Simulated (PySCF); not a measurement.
# How methods differ on the excitation energy of Kr⁺

Kr⁺ [Ar] 3d10 4s2 4p5 (2P) → Kr⁺ [Ar] 3d10 4s1 4p5 5s1 (4P), as a difference of total energies. Computed with PySCF 2.14 in aug-cc-pVQZ-PP with ECP10MDF (7s6p5d3f2g, 89 functions), with scalar relativity through the core potential. Correlated levels: valence: 3s2 3p6 3d10 frozen. The calculations carry no spin-orbit coupling.

| method | excitation energy (cm⁻¹) |
| --- | --- |
| UHF | 242250 |
| LDA | 233010 |
| PBE | 230640 |
| PBE0 | 235680 |
| B97-3 | 237720 |
| revPBE | 230050 |
| SCS-MP2 (valence) | 227510 |

Estimate what CAM-B3LYP gives.

237810 cm⁻¹, closest to B97-3 among the rows shown.

Estimate what MP2 (valence) gives.

229060 cm⁻¹, closest to revPBE among the rows shown.

The upper state lies above the first ionisation limit, where it may autoionise and the basis confines it. A Rydberg-like electron needs more diffuse functions than a valence basis has.

The promoted electron is Rydberg-like, and one or two diffuse shells describe it only roughly, which tends to raise the upper state.
